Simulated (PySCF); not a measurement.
All of these have the formula C6H9N. Theory: TDDFT CAM-B3LYP/def2-SVPD, vertical, gas phase, core orbitals frozen in the response in PySCF 2.14.0, density-fitted response routines. Geometries: PBE0-D3(BJ)/def2-SVP; one conformer of each isolated species. Triplets are in the Tamm–Dancoff approximation.

A. `C=CC/C=N/C=C`
B. `c1(C)ccc(C)[nH]1`
C. `CCN1C=CC=C1`
D. `C=C1C[C@@H]1/C=N/C`

Lowest singlet levels (six at most, fewer where fewer were computed) with oscillator strengths:

1. 5.32 eV (f 0.000); 6.01 eV (f 0.266); 6.04 eV (f 0.000); 6.39 eV (f 0.000); 6.62 eV (f 0.000); 6.64 eV (f 0.002); T1 4.08 eV
2. 6.01 eV (f 0.012); 6.23 eV (f 0.107); 6.47 eV (f 0.042); 6.66 eV (f 0.044); 6.83 eV (f 0.003); 6.86 eV (f 0.003); T1 4.29 eV
3. 5.23 eV (f 0.002); 6.39 eV (f 0.070); 6.89 eV (f 0.164); 7.00 eV (f 0.345); 7.21 eV (f 0.113); 7.29 eV (f 0.081)
4. 4.68 eV (f 0.002); 5.76 eV (f 0.816); 6.43 eV (f 0.018); 7.11 eV (f 0.015); 7.23 eV (f 0.005); 7.30 eV (f 0.094); T1 3.34 eV

**Question.** Which spectrum belongs to which structure?

**Answer.** 1 = B, 2 = C, 3 = D, 4 = A.
- A: S1 at 4.68 eV, HOMO-1→LUMO (71%), HOMO-2→LUMO (23%); Löwdin shares by element: HOMO carbon 69% or more, nitrogen 14% (atoms not listed hold the other 17%); LUMO carbon 51% or more, nitrogen 18% (atoms not listed hold the other 31%); HOMO -8.33 and LUMO -0.09 eV.
- B: S1 at 5.32 eV, HOMO→LUMO (95%); Löwdin shares by element: HOMO carbon 76% or more (atoms not listed hold the other 24%); LUMO carbon 35% or more, hydrogen 18% or more (atoms not listed hold the other 46%); HOMO -6.80 and LUMO 1.28 eV; point group C2v, 4 of its 6 listed states under f = 0.0005.
- C: S1 at 6.01 eV, HOMO→LUMO (82%), HOMO→LUMO+2 (11%); Löwdin shares by element: HOMO carbon 84% or more (atoms not listed hold the other 16%); LUMO carbon 36% or more, hydrogen 20% or more (atoms not listed hold the other 44%); HOMO -7.29 and LUMO 1.30 eV; point group Cs.
- D: S1 at 5.23 eV, HOMO→LUMO (47%), HOMO→LUMO+1 (37%); Löwdin shares by element: HOMO nitrogen 56%, carbon 22% or more, hydrogen 5% or more (atoms not listed hold the other 17%); LUMO carbon 49% or more, nitrogen 13% (atoms not listed hold the other 38%); HOMO -8.64 and LUMO 0.74 eV.
B and D have S1 within 0.10 eV of each other; their strongest listed levels stand at 6.01 eV (f 0.266) and 7.00 eV (f 0.345).
